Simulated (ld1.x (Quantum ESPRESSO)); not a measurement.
An all-electron radial function and its pseudo partner (antimony)

Columns: radius, all-electron u(r) and pseudo u(r) of the 5p shell (level -20.07 eV) of antimony in the configuration [Ar] 3d10 4s2 4p6 4d10 5s2 5p1; BLYP, scalar-relativistic, ultrasoft scheme, ld1.x (Quantum ESPRESSO) 7.5.

```csv
r (bohr),all-electron,pseudo
0.080,0.1285,0.0350
0.160,-0.1087,0.1323
0.240,-0.2171,0.2711
0.320,-0.1299,0.4221
0.400,0.0382,0.5544
0.480,0.1952,0.6423
0.560,0.2989,0.6704
0.640,0.3405,0.6360
0.720,0.3275,0.5480
0.800,0.2734,0.4235
0.880,0.1924,0.2819
0.960,0.0961,0.1403
1.040,-0.0064,0.0100
1.120,-0.1088,-0.1052
1.200,-0.2067,-0.2065
1.280,-0.2974,-0.2975
1.360,-0.3795,-0.3795
1.440,-0.4520,-0.4520
1.520,-0.5149,-0.5149
1.600,-0.5682,-0.5682
1.680,-0.6125,-0.6125
1.760,-0.6481,-0.6481
1.840,-0.6758,-0.6758
1.920,-0.6962,-0.6962
2.000,-0.7102,-0.7102
2.080,-0.7182,-0.7182
```

**Question.** How many radial nodes do the two functions have?

**Answer.** The all-electron 5p function has n − l − 1 = 3; the pseudo-wave has 1, since 1 lower shell of the same l stays in the valence.

**Question.** At about which radius was the pseudo-wave matched?

**Answer.** 1.30 bohr. The columns agree to 0.0005 from 1.20 bohr on; several derivatives are matched, so the curves merge somewhat inside the radius.

**Question.** Is the pseudo-wave norm-conserving?

**Answer.** No, it belongs to an ultrasoft set: the norm inside the radius is not constrained, and the difference is carried by the augmentation charge.
